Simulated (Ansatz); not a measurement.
Spin gap between two states, R1 and P1; the higher of the two is an excited state, each structure at its B3LYP-D3(BJ)/def2-TZVP stationary point, reached from a drawn start (curvature not checked).
R1: O atom, charge 0, multiplicity 3.
P1: O atom, charge 0, multiplicity 1.

```tsv
level	spin gap (kcal/mol)	minus CCSD(T)/CBS(cc-pVTZ, cc-pVQZ)
HF/cc-pVTZ	80.02	30.14
SVWN5/def2-TZVPP	64.99	15.11
BLYP/def2-TZVPP	62.26	12.38
revPBE/def2-TZVPP	67.07	17.20
r2SCAN/def2-TZVPP	73.08	23.21
B97M-V/def2-TZVPP	64.00	14.13
B3LYP/def2-TZVPP	63.68	13.81
CAM-B3LYP/def2-TZVPP	64.21	14.34
wB97X-V/def2-TZVPP	61.05	11.18
wB97M-V/def2-TZVPP	59.26	9.38
B2PLYP/def2-TZVPP	64.25	14.37
MP2/cc-pVDZ	68.91	19.04
MP2/CBS(cc-pVTZ, cc-pVQZ)	64.33	14.46
SCS-MP2/cc-pVDZ	64.63	14.76
SCS-MP2/cc-pVTZ	61.00	11.13
CCSD/cc-pVTZ	55.62	5.74
CCSD/cc-pVQZ	55.03	5.15
CCSD(T)/cc-pVDZ	52.25	2.37
CCSD(T)/cc-pVQZ	50.40	0.53
CCSD(T)/CBS(cc-pVTZ, cc-pVQZ)	49.88	0.00
```

 The comparison column counts from a level with limits of its own.

P less R. No zero-point or thermal terms; singlets are restricted closed shells; open shells are unrestricted; no spin–orbit coupling.

Frozen-core correlation throughout. CBS(a, b) extrapolates the correlation energy as X⁻³ and adds the Hartree–Fock energy of set b.

Programs: Ansatz (Gaussian orbitals). Each number belongs to the level named beside it.

Ansatz is a program for electronic structure.
